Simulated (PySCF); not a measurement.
Species: C8H9F3.
Atom-mapped SMILES: `[CH2:1]=[C:2](/[CH:3]=[CH:4]/[CH3:5])[C:6](=[CH2:7])[C:8]([F:9])([F:10])[F:11]` (hydrogens: H12, H13 on C1; H14 on C3; H15 on C4; H16, H17, H18 on C5; H19, H20 on C7)

A GFN2-xTB structure was refined with PBE0-D3(BJ)/def2-SVP geometry optimisation, gas phase in PySCF 2.14.0. Its GFN2-xTB values:

```tsv
coordinate	GFN2-xTB
C1=C2	1.337 Å
C1–H12	1.076 Å
C1–H13	1.076 Å
C2–C3	1.457 Å
C2–C6	1.478 Å
C3=C4	1.331 Å
C3–H14	1.082 Å
C4–C5	1.489 Å
C4–H15	1.082 Å
C5–H16	1.090 Å
C6=C7	1.327 Å
C6–C8	1.509 Å
C7–H19	1.077 Å
C7–H20	1.075 Å
C8–F9	1.343 Å
C2–C3–C4	126.2°
C2–C6–C7	124.8°
C2–C6–C8	116.0°
C3–C2–C6	118.8°
C3–C4–C5	124.1°
C6–C8–F10	112.4°
C7–C6–C8	119.2°
F9–C8–F10	105.8°
C1–C2–C3–C4	-165°
C1–C2–C6–C7	-131°
C2–C6–C8–F9	157°
```

Task: How do these coordinates change at the PBE0-D3(BJ)/def2-SVP level?

Result: 
| coordinate | PBE0-D3(BJ)/def2-SVP (Å or °) | change |
| --- | --- | --- |
| C7–H20 | 1.092 | +0.017 |
| C1–H12 | 1.093 | +0.017 |
| C7–H19 | 1.092 | +0.015 |
| C1–H13 | 1.091 | +0.015 |
| C3–H14 | 1.097 | +0.015 |
| C4–H15 | 1.096 | +0.014 |
| C2–C6 | 1.491 | +0.013 |
| C5–H16 | 1.103 | +0.013 |
| C3=C4 | 1.342 | +0.011 |
| C8–F9 | 1.335 | -0.008 |
| C1=C2 | 1.345 | +0.008 |
| C6=C7 | 1.334 | +0.007 |
| C2–C3 | 1.464 | +0.007 |
| C6–C8 | 1.506 | -0.003 |
| C4–C5 | 1.489 | 0.000 |
| F9–C8–F10 | 107.0 | +1.2 |
| C2–C6–C7 | 123.7 | -1.1 |
| C7–C6–C8 | 120.1 | +0.9 |
| C6–C8–F10 | 111.7 | -0.7 |
| C3–C4–C5 | 124.7 | +0.6 |
| C2–C6–C8 | 116.2 | +0.2 |
| C2–C3–C4 | 126.4 | +0.2 |
| C3–C2–C6 | 118.6 | -0.2 |
| C2–C6–C8–F9 | 176 | +19 |
| C1–C2–C6–C7 | -113 | +18 |
| C1–C2–C3–C4 | -174 | -9 |

The energy falls by 10.9 kJ/mol over 15 energy and gradient evaluations, the largest force component goes from 0.0172 to 3.8e-04 Eh/bohr, and the atoms move by 0.367 Å rms after alignment. Among the bonds, C1–H12 and C7–H20 change most and about equally (+0.017 Å). Bonds longer at the end by more than 0.005 Å: 14 of 19; shorter: 2. Among the dihedrals that turn most is C7–C6–C8–F10, from 94° to 118°. Rotational constants go from 1923, 658.1, 592.0 to 1706, 703.0, 635.6 MHz.

The run used 199 basis functions and 108 SCF cycles in all. The run took 7.5 min of wall time on Arm Neoverse V1, one thread, on a shared host.

Stationary, but not proved a minimum. The numbers are those of one conformer.
